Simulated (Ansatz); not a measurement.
Geometry optimisation, RKS PBE0-D4/def2-SVP in Ansatz.

input.yaml

```yaml
crystal:
  periodic: [false, false, false]
  atoms:
    - { symbol: Zn, position_ang: [-0.6056, -0.6797, 0.2934] }
    - { symbol: "N", position_ang: [1.0703, 0.5685, -0.5511] }
    - { symbol: O, position_ang: [-2.1377, -1.432, -0.0244] }
    - { symbol: H, position_ang: [0.9371, 1.2055, 0.613] }
    - { symbol: Cl, position_ang: [-0.0083, 1.1237, 2.0915] }
    - { symbol: H, position_ang: [0.8884, 1.2268, -1.2938] }
    - { symbol: H, position_ang: [2.0227, 0.2426, -0.6192] }
    - { symbol: H, position_ang: [-2.1669, -2.2555, -0.5094] }
basis:
  gaussian: { orbitals: def2-SVP }
hamiltonian:
  xc: pbe0
  dispersion: d4
relax:
  f_tol: 0.15
  max_steps: 25
  restrain:
    - { distance: [0, 4], at: 2.24, k: 30.0 }
    - { distance: [3, 1], at: 1.02, k: 30.0 }
    - { distance: [0, 1], at: 3.23, k: 30.0 }
    - { distance: [3, 4], at: 2.63, k: 30.0 }
output:
  orbitals: {}
```

Launched with:

```bash
$ ansatz run input.yaml --threads 2 --pin off --max-ram 3072MiB --backend cpu --events-out ev --progress --plain --runs-dir out
```

Q: Where does it end, and by what steps?

A: It converged. The restraints hold the end off the free minimum. After 9 steps the energy has fallen by 0.965 eV (the restraints' own energy left out); Zn1 moved furthest, 0.95 Å. Parted: Zn1–N2. Joined: N2–H4.

| step | energy less start (eV) | largest force component (eV/Å) | accepted |
| --- | --- | --- | --- |
| 0 | 0.0000 | 3.611 | yes |
| 1 | -0.3256 | 4.520 | yes |
| 2 | -0.4777 | 2.898 | yes |
| 3 | -0.5550 | 1.707 | yes |
| 4 | -0.7214 | 1.149 | yes |
| 5 | -0.9344 | 0.910 | yes |
| 6 | -0.9615 | 0.861 | yes |
| 7 | -0.8927 | 2.156 | no |
| 8 | -0.8652 | 2.787 | no |
| 9 | -0.9652 | 0.850 | yes |

```xyz
8
Properties=species:S:1:pos:R:3
Zn -1.272 -0.529 0.951
N 1.209 0.671 -0.700
O -2.272 -1.709 0.089
H 1.206 1.137 0.208
Cl -0.300 0.871 2.351
H 1.141 1.400 -1.407
H 2.128 0.245 -0.807
H -1.841 -2.085 -0.685
```

Whether the end is a true minimum wasn't checked by a vibrational analysis.

The run took 29 s on 2 threads of Arm Neoverse V1, on a shared host, peak memory 0.21 GiB.
